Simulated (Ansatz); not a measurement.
B₂H₇NSi. Charge 0, multiplicity 1. The bonds changed during the relaxation, so this is another structure than the one it started from.

```xyz
11

B     0.048    1.483    0.116
B    -0.087    0.387   -1.078
Si    0.617   -0.353    0.819
N    -0.666   -0.924   -0.473
H     0.712    2.476    0.087
H    -0.811    1.417    0.986
H     0.534    0.195   -2.084
H     1.750   -1.281    0.537
H     0.063   -0.758    2.134
H    -0.566   -1.800   -0.969
H    -1.594   -0.843   -0.074
```

Problem. List the harmonic frequencies (cm⁻¹, unscaled) at PBE0-D4/def2-TZVP in Ansatz. (Best estimate.)

Solution. Computed: 260, 280, 390, 456, 502, 587, 665, 683, 728, 796, 803, 854, 858, 922, 943, 984, 987, 1123, 1199, 1589, 2193, 2226, 2421, 2610, 2634, 3536, 3624.

Problem. Is this a minimum?

Solution. Yes, all 27 modes are real.

Problem. Give the ideal-gas thermochemistry at 298.15 K and 1 bar (rigid rotor, harmonic oscillator; point group C1, symmetry number 1).

Solution. Zero-point energy 208.5 kJ/mol; H(298) − E = 225.6 kJ/mol; entropy 300.2 J/(mol·K), of which translation 162.0, rotation 103.2, vibration 35.0; G(298) − E = 136.1 kJ/mol.

Problem. And at 400, 500, 600, 800 and 1000 K?

Solution. 
```csv
T (K),H − E (kJ/mol),S (J/mol/K),G − E (kJ/mol)
400,237.1,333.3,103.8
500,250.8,363.6,68.9
600,266.2,391.7,31.2
800,300.9,441.4,-52.3
1000,339.4,484.4,-145.0
```
